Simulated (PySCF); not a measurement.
Job file and geometry (Å, from GFN2-xTB) of an NMR shielding run on `CP1C[C@H](F)[C@@H]1C(F)(F)F`, C$_{5}$H$_{7}$F$_{4}$P, GIAO PBE0/pcSseg-1 NMR shielding, non-relativistic, gas phase in PySCF 2.14.0, density-fitted response routines; density fitting, a coarse starting grid and PySCF grid level 2 are the driver's defaults:

```
{"job": {"kind": "nmr", "xc": "PBE0", "basis": "pcSseg-1"}, "charge": 0, "multiplicity": 1}
C      2.099440    -0.966965    -0.179897
P      0.735425    -0.513036     0.984641
C      0.576100     1.314855     0.568853
C     -0.325509     1.026059    -0.631897
F     -1.412255     1.855814    -0.718405
C     -0.668685    -0.435073    -0.296102
C     -1.979396    -0.616183     0.426428
F     -3.056329    -0.403483    -0.338665
F     -2.090936     0.177899     1.497930
F     -2.087811    -1.879047     0.882505
H      3.046117    -0.748329     0.310612
H      2.055034    -2.038842    -0.363820
H      2.046919    -0.429276    -1.123596
H      1.495799     1.854616     0.353509
H      0.022602     1.839515     1.347581
H      0.186598     1.109087    -1.596648
H     -0.650109    -1.135579    -1.132939
```

Q: What does the program print?

A: 
```
coarse grid: 15744 points
cycle   1  E = -934.4085520042  dE =  1.501e+00  |g| = 9.929e-01  |ddm| = 3.739e+00
cycle   2  E = -934.2544466239  dE =  1.541e-01  |g| = 1.445e+00  |ddm| = 1.389e+00
cycle   3  E = -934.5756898489  dE = -3.212e-01  |g| = 9.070e-02  |ddm| = 8.657e-01
cycle   4  E = -934.5769418219  dE = -1.252e-03  |g| = 5.068e-02  |ddm| = 1.183e-01
cycle   5  E = -934.5775367368  dE = -5.949e-04  |g| = 8.203e-03  |ddm| = 5.571e-02
cycle   6  E = -934.5775515236  dE = -1.479e-05  |g| = 2.847e-03  |ddm| = 1.172e-02
cycle   7  E = -934.5775530583  dE = -1.535e-06  |g| = 6.402e-04  |ddm| = 2.511e-03
final grid: 151992 points
cycle   8  E = -934.6648531065  dE = -6.393e-05  |g| = 9.387e-03  |ddm| = 3.643e-02
cycle   9  E = -934.6648365316  dE =  1.657e-05  |g| = 1.325e-02  |ddm| = 1.743e-02
cycle  10  E = -934.6648729289  dE = -3.640e-05  |g| = 1.042e-03  |ddm| = 1.050e-02
cycle  11  E = -934.6648731105  dE = -1.816e-07  |g| = 3.712e-04  |ddm| = 1.157e-03
cycle  12  E = -934.6648731358  dE = -2.533e-08  |g| = 8.027e-05  |ddm| = 3.398e-04
cycle  13  E = -934.6648731371  dE = -1.309e-09  |g| = 1.863e-05  |ddm| = 1.055e-04
cycle  14  E = -934.6648731372  dE = -5.502e-11  |g| = 4.778e-06  |ddm| = 2.175e-05
converged SCF energy = -934.6648731372

GIAO shielding tensors (ppm)
atom      isotropic    diamagn.    paramagn.     s11        s22        s33       span
  0 C      171.819     253.329     -81.510    159.237    171.861    184.359     25.122
  1 P      388.767     965.211    -576.445    281.023    413.322    471.955    190.932
  2 C      154.733     255.374    -100.641    142.417    146.182    175.600     33.183
  3 C       98.216     243.717    -145.501     67.567     83.996    143.084     75.517
  4 F      350.720     471.415    -120.696    250.415    380.208    421.536    171.121
  5 C      136.419     257.924    -121.505    122.273    134.584    152.401     30.128
  6 C       51.117     242.278    -191.161     44.925     52.609     55.816     10.892
  7 F      247.421     471.213    -223.792    161.358    250.229    330.675    169.317
  8 F      256.619     475.451    -218.832    176.686    261.056    332.115    155.429
  9 F      244.554     472.737    -228.183    163.158    230.984    339.520    176.361
 10 H       30.429      29.222       1.207     26.157     27.161     37.969     11.811
 11 H       30.341      29.973       0.368     25.923     27.700     37.400     11.477
 12 H       30.154      31.888      -1.734     24.653     30.009     35.802     11.149
 13 H       29.573      30.849      -1.276     25.811     27.248     35.660      9.849
 14 H       29.015      30.735      -1.719     25.884     27.892     33.271      7.387
 15 H       26.010      31.005      -4.995     21.728     27.802     28.500      6.772
 16 H       28.978      32.723      -3.745     25.135     29.511     32.288      7.153
```

Size and cost of the density-fitted run: 212 basis functions, of the order of 110 core-seconds.
